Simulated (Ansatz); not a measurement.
Mulliken charges of `C[N]=[W](=[O])([F])[Cl]` from ωB97M-V/def2-TZVPP in Ansatz (PBE0-D4/def2-TZVP geometry).

```tsv
atom	x (Å)	y (Å)	z (Å)	charge (e)
C1	-0.003	-1.184	1.064	-0.188
N2	0.147	0.047	0.375	-0.355
W3	0.085	1.094	-1.007	1.100
O4	-0.409	0.146	-2.327	-0.387
F5	1.805	1.757	-1.300	-0.324
Cl6	-1.497	2.670	-0.580	-0.232
H7	-0.750	-1.075	1.857	0.130
H8	-0.323	-1.983	0.387	0.127
H9	0.944	-1.471	1.530	0.130
```

**Question.** By hand: the dipole of these point charges (1 e Å = 4.8032 D).

**Answer.** Σ q r = (-0.053, -0.419, 0.505) e Å, of length 0.658 e Å = 3.16 D.

**Question.** How does the dipole of the full density compare? (An estimate is asked.)

**Answer.** The calculation gave: (0.011, -0.215, 0.446) e Å, 2.38 D; the point charges give 1.33 times that, at 15° from its direction.

Point charges leave out the atoms' own dipoles, such as those of lone pairs, and Mulliken's split depends on the basis, so the two needn't agree.
